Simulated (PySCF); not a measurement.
**RhSF₂: from structure and modes to constants**

Computed with UPBE0/[Rh def2-SVP with ECP28, S def2-SVP, F def2-SVP], scalar-relativistic core potentials, density fitting, no spin–orbit coupling, PySCF.

The doublet minimum has C2v symmetry. Masses (u): Rh 102.90550, S 31.97207, F 18.99840.

```xyz
4
charge 0 multiplicity 2, angstrom
Rh   -0.2085    0.0000    0.0000
S     1.8093    0.0000    0.0000
F    -0.9571    1.6752    0.0000
F    -0.9571   -1.6752    0.0000
```

Harmonic wavenumbers (cm⁻¹): 132.4 (b1, ×1), 147.0 (b2, ×1), 169.1 (a1, ×1), 557.0 (a1, ×1), 639.8 (a1, ×1), 673.5 (b2, ×1).

(1) Find the principal moments of inertia and the rotational constants. What kind of rotor is it?

(2) What is the harmonic zero-point energy?

(3) Give the standard entropy (298.15 K, 1 bar) by its translational, rotational, vibrational and spin parts, and Cp.

## Answers

(1) About the centre of mass I = 106.63, 143.94, 250.57 u Å². With B = 16.8576/I this gives 0.1581, 0.1171, 0.06728 cm⁻¹. The molecule is an asymmetric top with κ = 0.10.

(2) Half the sum of all 6 wavenumbers, 2319/2 = 1159 cm⁻¹, which is 13.9 kJ/mol (1 cm⁻¹ = 0.0119627 kJ/mol).

(3) Sackur–Tetrode with M = 172.87 u gives 173.1; rotation with symmetry number 2 gives 105.8; vibration 39.0; spin R ln 2 = 5.8. The total is 323.7 J/(mol K), and Cp = 4 R + 36.2 = 69.5 J/(mol K).

Other isomers or separated fragments may lie lower. Other spin states or occupations of the open shell can lie lower.
